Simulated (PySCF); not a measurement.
**Energy of Pt²⁺ (platinum, charge +2) between two integer charges**

The 5d beta orbital of [Xe] 4f14 5d8 is emptied in steps (occupation f), with all orbitals relaxed, ending at [Xe] 4f14 5d7. All numbers are calculated (PySCF 2.14, scalar relativity through the core potential, in aug-cc-pVDZ-PP with ECP60MDF (5s5p4d2f, 54 functions)). The exact energy is a straight line in f; departures are measured from the line between the end points of the same method.

Among BHandHLYP, wB97X, M06-2X, which shows the largest delocalisation error (convex curve), and which is closest to linear?

Most convex: M06-2X (-0.677 eV at f = 0.4); closest to linear: wB97X (-0.421 eV).

```tsv
f	BHandHLYP (eV)	wB97X (eV)	M06-2X (eV)
1	0.000	0.000	0.000
0.8	-0.397	-0.275	-0.432
0.6	-0.601	-0.417	-0.659
0.4	-0.606	-0.421	-0.677
0.2	-0.408	-0.283	-0.474
0	0.000	0.000	0.000
```

| method | E(f=0) − E(f=1) (eV) | −ε at f=1 (eV) | −ε at f=0.4 (eV) |
| --- | --- | --- | --- |
| BHandHLYP | 31.036 | 28.572 | 31.514 |
| wB97X | 31.169 | 29.471 | 31.500 |
| M06-2X | 31.481 | 28.816 | 31.929 |

Reference removal energy between the ground levels: 29 ± 1.6 eV (theoretical estimate listed by NIST; NIST Atomic Spectra Database, ionization energies). The calculation has no spin-orbit coupling. The determinant left behind need not be the lowest term of the ion.
